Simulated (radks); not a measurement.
Task: These are the eigenvalues of the occupied orbitals of an atom or ion with whole-number occupations (eV). All-electron calculation, Dirac Kohn-Sham, Slater X-alpha with alpha = 0.991, spin-unpolarised, spherical densities, finite nucleus; Fermi nuclear charge, rms radius of each element as measured or else 0.836 A^(1/3) + 0.57 fm. Program: a radial shooting solver on a logarithmic mesh with Libxc functionals.

orbital  eigenvalue
1s1/2     -12625.64
2s1/2     -1651.109
2p1/2     -1490.809
2p3/2     -1447.995
3s1/2     -236.2901
3p1/2     -179.9558
3p3/2     -173.8302
3d3/2      -75.0641
3d5/2      -74.0929
4s1/2      -30.3993
4p1/2      -18.5456
4p3/2      -18.0265

Which element is it, and in what charge state? The configuration may be excited. Open shells, if any, are shared by 2j + 1.

Result: Z = 34, selenium, charge +1: Se+ in [Ar] 3d10 4s2 4p3. The list shows which subshells hold electrons but not how many an open one holds; the 1s level, -463.98 hartree, gives Z - s = 30.5 by -(Z - s)^2/2, which with screening and relativity narrows Z to a few neighbours, and the depths of the outer levels then fix element, charge and occupations together.
